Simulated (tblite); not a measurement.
Give a GFN2-xTB geometry of `C=C1[C@@H](C#N)[C@@H](C)C[S@@]1=O`.

```
atom  x, y, z in Å
C1     2.4451    0.2209    1.3922
C2     1.3739    0.3307    0.6331
C3     0.2321   -0.6467    0.5268
C4    -0.6213   -0.4606    1.6801
N5    -1.2842   -0.2861    2.5947
C6    -0.5141   -0.3156   -0.7805
C7    -1.8785   -0.9847   -0.8818
C8    -0.5844    1.2017   -0.8134
S9     1.1500    1.7668   -0.4931
O10    1.9147    1.4194   -1.6922
H11    2.6190   -0.6317    2.0305
H12    3.2024    0.9859    1.3938
H13    0.5907   -1.6819    0.5338
H14    0.1167   -0.6442   -1.6144
H15   -2.3487   -0.7324   -1.8290
H16   -2.5286   -0.6583   -0.0726
H17   -1.7771   -2.0664   -0.8276
H18   -1.2083    1.5990   -0.0133
H19   -0.9089    1.5933   -1.7746
```

Orientation and origin are arbitrary. Atoms count from 1 in this order. The 5-membered ring C2–C3–C6–C8–S9 has internal angles of 88.9° to 111.8° (sum 517°, against 540° for a flat polygon); it is puckered, 0.22 Å rms from its mean plane, widest ring torsion 50°. The C–C distances run from 1.317 Å (C1=C2, drawn double) to 1.541 Å (C3–C6, drawn single), a spread of 0.224 Å. S9 (sulfinyl sulfur) is pyramidal (angles 106.0°, 104.6° and 88.9°, sum 299.5°, 0.78 Å off the plane of its three neighbours). Of the pairs four or more bonds apart, C4···H16 is among the closest relative to their van der Waals radii: 2.60 Å, 90 % of the sum of Bondi's values.

Bonds between heavy atoms (Å): C1=C2 1.317, C2–C3 1.507, C3–C4 1.447, C4≡N5 1.143, C3–C6 1.541, C6–C7 1.523, C6–C8 1.519, C8–S9 1.852, S9=O10 1.464, C2–S9 1.839.

Structure optimised with GFN2-xTB, isolated species.

Point group: C1 (no symmetry element, even within 0.4 Å). Its GFN2-xTB frequencies are all real (lowest 34 cm⁻¹). The numbers are those of one conformer (C1–C2–C3–C4 78°, C2–C3–C6–C7 -166°, C3–C6–C8–S9 50°, C6–C8–S9–O10 70°).

All values are computed, not measured.
